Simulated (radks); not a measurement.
Problem. The mean radii <r> (bohr) of the occupied orbitals of an atom or ion are listed with their occupations. Method: scalar-relativistic Kohn-Sham, PBE, spin-polarised, spherical densities, point nucleus; computed with a radial shooting solver on a logarithmic mesh with Libxc functionals.

orbital  occ.      <r>
1s up       1  0.06090
1s down     1  0.06090
2s up       1   0.2797
2s down     1   0.2792
2p up       3   0.2474
2p down     3   0.2469
3s up       1   0.8442
3s down     1   0.8474
3p up       3   0.8907
3p down     3   0.8967
3d up       4    1.085
4s up       1    2.777
4s down     1    2.909
4p up       1    3.684

Name the element and its charge. Open shells, if any, are filled with parallel spins first.

Solution. Z = 25, manganese, charge 0: Mn in [Ar] 3d4 4s2 4p1. The 1s radius gives Z: for a bare nucleus <r> = (2 gamma + 1)/(2Z) with gamma = sqrt(1 - (Z/c)^2), 0.05933 bohr for Z = 25, and screening makes it slightly larger (0.06090 here). The occupations add up to 25, and the charge is Z minus that.
